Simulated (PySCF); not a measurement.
## Do core-level shifts follow atomic charges?

CH₁₄Si₅.
SMILES with atom numbers: `[CH3:1][SiH2:2][Si:3]([SiH3:4])([SiH3:5])[SiH3:6]`

Binding energies: delta-SCF UKS SCAN, pcX-2 on the ionised atom, pcseg-1 elsewhere, spin-free X2C in PySCF. Charges: PBE0/pcSseg-1 ground-state density, for the ionised atom.

| atom | environment | Si 1s (eV) | Mulliken (e) | IAO (e) | Hirshfeld (e) | ESP (e) |
| --- | --- | --- | --- | --- | --- | --- |
| Si3 | four-coordinate silicon | 1845.11 | -0.626 | -0.151 | +0.014 | -0.144 |
| Si2 | SiH2 silicon | 1845.85 | +0.434 | +0.498 | +0.246 | +0.540 |
| Si4 | SiH3 silicon | 1846.00 | +0.299 | +0.298 | +0.204 | +0.224 |

**Question.** How well does each charge scheme correlate with the binding energies over these sites?

**Answer.** Mulliken: r = 0.96, slope 0.8 eV per e; Hirshfeld: r = 0.94, slope 3.6 eV per e; IAO: r = 0.89, slope 1.3 eV per e; ESP: r = 0.80, slope 1.1 eV per e. On 3 points no scheme stands out.

**Question.** The point-charge model writes a binding energy as kq + V + constant, with V the potential of the other atoms' charges at the site. What does it give with the ESP charges?

**Answer.** V = Σ 14.40 eV Å × q/r over all other atoms: +2.37 eV at Si3, -5.16 eV at Si2, -2.04 eV at Si4. Fitting binding energy − V to q gives k = 12.1 eV per e and leaves an rms residual of 0.41 eV, against 0.23 eV for the fit on q alone. The model has no term for differences in relaxation between sites.

Geometry: PBE0-D3(BJ)/def2-SVP; no solvent, vibrations or thermal averaging.

Conformer computed: `[CH3:1][SiH2:2][Si:3]([SiH3:4])([SiH3:5])[SiH3:6]`: C1–Si2–Si3–Si4 63°.
